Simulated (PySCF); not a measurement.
## Potential energy of CsNa⁺ along the bond

Set-up: PySCF, scalar-relativistic core potentials, basis sets Cs def2-SVP with ECP46, Na def2-SVP. Energies in eV from Cs⁺ + Na in their ground configurations at the same level. State: ²Σ⁺ (doublet), unpaired electrons σ ↑.

```json
{"R (Å)": "3.924", "UHF-CCSD(T)": "", "HSE06": "-0.3137", "UHF-SCS-MP2": "-0.2288", "UHF-CCSD": ""}
{"R (Å)": "4.107", "UHF-CCSD(T)": "-0.3206", "HSE06": "-0.3574", "UHF-SCS-MP2": "-0.2857", "UHF-CCSD": "-0.3177"}
{"R (Å)": "4.289", "UHF-CCSD(T)": "-0.3526", "HSE06": "-0.3823", "UHF-SCS-MP2": "-0.3215", "UHF-CCSD": "-0.3501"}
{"R (Å)": "4.426", "UHF-CCSD(T)": "-0.3659", "HSE06": "-0.3913", "UHF-SCS-MP2": "-0.3374", "UHF-CCSD": "-0.3637"}
{"R (Å)": "4.563", "UHF-CCSD(T)": "-0.3719", "HSE06": "-0.3937", "UHF-SCS-MP2": "-0.3457", "UHF-CCSD": "-0.3699"}
{"R (Å)": "4.700", "UHF-CCSD(T)": "-0.3720", "HSE06": "-0.3910", "UHF-SCS-MP2": "-0.3479", "UHF-CCSD": "-0.3701"}
{"R (Å)": "4.882", "UHF-CCSD(T)": "-0.3649", "HSE06": "-0.3813", "UHF-SCS-MP2": "-0.3434", "UHF-CCSD": "-0.3633"}
{"R (Å)": "5.111", "UHF-CCSD(T)": "-0.3479", "HSE06": "-0.3625", "UHF-SCS-MP2": "-0.3291", "UHF-CCSD": "-0.3464"}
{"R (Å)": "5.384", "UHF-CCSD(T)": "-0.3198", "HSE06": "-0.3343", "UHF-SCS-MP2": "-0.3039", "UHF-CCSD": "-0.3186"}
{"R (Å)": "5.749", "UHF-CCSD(T)": "", "HSE06": "-0.2931", "UHF-SCS-MP2": "-0.2633", "UHF-CCSD": ""}
```

Task: Put a parabola through the three lowest points of the UHF-CCSD(T) curve and estimate Re, k and ωe (reduced mass 19.6 u; 1 eV/Å² = 0.16022 mdyn/Å; ωe = 1302.8·√(k/μ) cm⁻¹).

Result: Through R = 4.563, 4.7, 4.882 Å the second-order coefficient is 0.125 eV/Å², so Re ≈ 4.634 Å, k ≈ 0.0399 mdyn/Å and ωe ≈ 59 cm⁻¹. A polynomial fit of higher order to the unrounded UHF-CCSD(T) energies gives Re = 4.632 Å, k = 0.0450 mdyn/Å, ωe = 62.4 cm⁻¹; anharmonicity and rounding make the difference.

The higher-order fit for each curve: UHF-CCSD(T): Re = 4.632 Å, ωe = 62.4 cm⁻¹, De = 0.373 eV; HSE06: Re = 4.554 Å, ωe = 62.3 cm⁻¹, De = 0.394 eV; UHF-SCS-MP2: Re = 4.687 Å, ωe = 60.7 cm⁻¹, De = 0.348 eV; UHF-CCSD: Re = 4.637 Å, ωe = 62.3 cm⁻¹, De = 0.371 eV.

Correlated steps freeze 1 core orbital. The bond is weak. Basis-set superposition, not corrected here, can be much of De in a small basis, most of all at correlated wavefunction levels. Spin–orbit coupling is left out. For an ion De counts to the pair picked by the measured ionisation energies or electron affinities, which need not be the lowest pair at this level. The state is the lowest determinant that a PBE0 search found; another state may lie lower at other levels.
